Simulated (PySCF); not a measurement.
# Mayer bond orders and bond lengths

Compound: Si(vinyl)3(nBu), C10H18Si.
Structure used (PBE0-D3(BJ)/def2-SVP), in Å, numbered top down from 1:
```
atom  x, y, z in Å
Si1    0.4370    0.4896    0.7376
C2     0.3442    0.3159    2.6032
C3     1.3783    0.5360    3.4240
H4    -0.6158    0.0251    3.0530
H5     2.3614    0.8302    3.0380
H6     1.2952    0.4338    4.5124
C7     2.2355    0.5263    0.2024
C8     2.8707    1.6272   -0.2176
H9     2.8074   -0.4120    0.2410
H10    2.3579    2.5946   -0.2755
H11    3.9244    1.6179   -0.5197
C12   -0.3904    2.0938    0.2218
C13   -0.7120    3.0721    1.0769
H14   -0.6166    2.2501   -0.8422
H15   -0.5081    2.9826    2.1505
H16   -1.1895    4.0033    0.7499
C17   -0.4195   -0.9830   -0.0741
C18   -0.4432   -0.9385   -1.6017
C19   -1.0228   -2.1855   -2.2669
C20   -2.4869   -2.4458   -1.9479
H21    0.0995   -1.8969    0.2705
H22   -1.4432   -1.0470    0.3344
H23   -1.0192   -0.0560   -1.9350
H24    0.5826   -0.7808   -1.9779
H25   -0.9003   -2.0912   -3.3597
H26   -0.4189   -3.0623   -1.9717
H27   -2.8634   -3.3306   -2.4835
H28   -2.6473   -2.6226   -0.8729
H29   -3.1165   -1.5887   -2.2385
```

Bond orders from the PBE0/pcSseg-1 density (PySCF). One conformer (not necessarily the lowest) at the PBE0-D3(BJ)/def2-SVP geometry, without solvent, vibrations or thermal averaging.

(1) Set the Mayer orders of the bonds between heavy atoms beside their lengths.

## Answers

(1) 
| bond | length (Å) | Mayer order |
| --- | --- | --- |
| Si1–C2 | 1.876 | 0.866 |
| Si1–C7 | 1.877 | 0.862 |
| Si1–C12 | 1.877 | 0.867 |
| Si1–C17 | 1.887 | 0.908 |
| C2–C3 | 1.338 | 1.989 |
| C7–C8 | 1.339 | 1.990 |
| C12–C13 | 1.339 | 1.991 |
| C17–C18 | 1.528 | 1.026 |
| C18–C19 | 1.528 | 1.056 |
| C19–C20 | 1.521 | 1.051 |

By pair of heavy elements: C–Si: lowest Si1–C7 (0.862, 1.877 Å), highest Si1–C17 (0.908, 1.887 Å); in 3 of the 6 pairs the longer bond (by over 0.003 Å) has the higher order (by 0.02 or more). C–C: lowest C17–C18 (1.026, 1.528 Å), highest C12–C13, C7–C8 and C2–C3 (1.991, 1.339 Å). Bonds named together lie within 0.004.

Q: And the bonds to hydrogen?

A: C–H: 0.93 to 0.97 (18 bonds).

Q: Sum the orders of all bonds at each heavy atom with more than one neighbour.

A: Si1 3.503, C2 3.793, C3 3.890, C7 3.790, C8 3.890, C12 3.791, C13 3.891, C17 3.801, C18 3.972, C19 4.012, C20 3.948. Orders between atoms that aren't bonded are not in these sums.

Mayer orders depend on the basis set.
